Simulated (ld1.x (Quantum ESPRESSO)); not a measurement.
## What one change does to a pseudopotential (Ru (Z = 44), TM)

```json
{
 "Element": "Ru (Z = 44)",
 "Generator": "ld1.x (Quantum ESPRESSO) 7.5",
 "Type": "norm-conserving Troullier–Martins (Kleinman–Bylander form)",
 "Functional": "PBE",
 "Relativity": "scalar-relativistic",
 "Frozen core": "[Ar] 3d10",
 "Valence charge": "16",
 "Reference configuration": "4s2 4p6 4d6 5s0 5p0 (charge +2)",
 "Partial waves": "4s (bound): rc 1.45 bohr; 4p (bound): rc 1.55 bohr; 4d (bound): rc 2.15 bohr",
 "Local potential": "the d channel",
 "Core correction": "none"
}
```

Change: core [Kr], valence charge 8; reference 4d7 5s1 5p0; waves now 5p (bound): rc 2.60 bohr; 4d (bound): rc 1.60 bohr; 5s (bound): rc 2.00 bohr; local potential the s channel; core correction a·sin(br)/r model core, default radius (core density twice the valence density).

Cutoffs: the cutoffs (Ry, on a coarse ladder) from which the occupation-weighted sum of valence levels, in a spherical-Bessel basis at the reference potential, stays within 10 and 1 mRy of its value at 400 Ry; they do not see the model core or the augmentation charge, which bear on the density cutoff. Errors are all-electron minus pseudo energies relative to the spin-unpolarised reference configuration.

**Question.** What does the change do?

**Answer.** The potential gets softer (70 Ry and 100 Ry → 50 Ry and 70 Ry); neither file shows a bound ghost. The shells moved into the core no longer need plane waves of their own. Several settings change at once here, so the effects cannot be laid on one of them.

```tsv
quantity	base	changed
cutoff, loose	70 Ry	50 Ry
cutoff, tight	100 Ry	70 Ry
bound ghosts	none	none
largest error over its own tests, meV	+478	-1818
```
